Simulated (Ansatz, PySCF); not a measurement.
Dissociation curve of SMILES [BeH2]. The Be1–H3 bond (Be1 also carries H; H3 carries nothing else) is pulled apart rigidly from the PBE0/def2-TZVP optimised geometry.

UHF/LANL2DZ = PySCF with unrestricted Hartree-Fock/LANL2DZ; UCCSD = CCSD on UHF/def2-SVP, frozen core in Ansatz (a program for electronic structure); UCCSDT = CCSDT on UHF/def2-SVP, frozen core run with Ansatz.

Total energies in hartree (comparable only within one method and basis):

```
R / Å  UHF/LANL2DZ      UCCSD     UCCSDT
-----  -----------  ---------  ---------
0.99     -15.70225  -15.75253  -15.75287
1.07     -15.73069  -15.78131  -15.78164
1.14     -15.74636  -15.79690  -15.79724
1.21     -15.75568  -15.80599  -15.80634
1.25     -15.75877  -15.80893  -15.80929
1.30     -15.76080  -15.81079  -15.81116
1.34     -15.76119  -15.81106  -15.81144
1.37     -15.76086  -15.81068  -15.81106
1.44     -15.75841  -15.80817  -15.80858
1.50     -15.75478  -15.80462  -15.80505
1.55     -15.75092  -15.80092  -15.80137
1.65     -15.74151  -15.79209  -15.79259
1.78     -15.72708  -15.77897  -15.77954
1.98     -15.70267  -15.75773  -15.75847
2.18     -15.67916  -15.73744  -15.73844
2.42     -15.66173  -15.71613  -15.71757
2.69     -15.65149  -15.69714  -15.69914
2.96     -15.64642  -15.68351          —
3.24     -15.64386  -15.67451          —
3.67     -15.64223  -15.66823          —
4.07     -15.64167  -15.66665          —
4.72     -15.64132  -15.66617          —
```

A dash means that the run gave no value there, or that the column was ended at a point which the program doubted or which failed a test of continuity chosen for this set; such a test can also cut sound points.

The unrestricted determinant behind UHF/LANL2DZ, UCCSD, UCCSDT is spin-contaminated at 2.18 to 4.72 Å (<S²> up to 1.0, against 0.00 for a pure singlet).
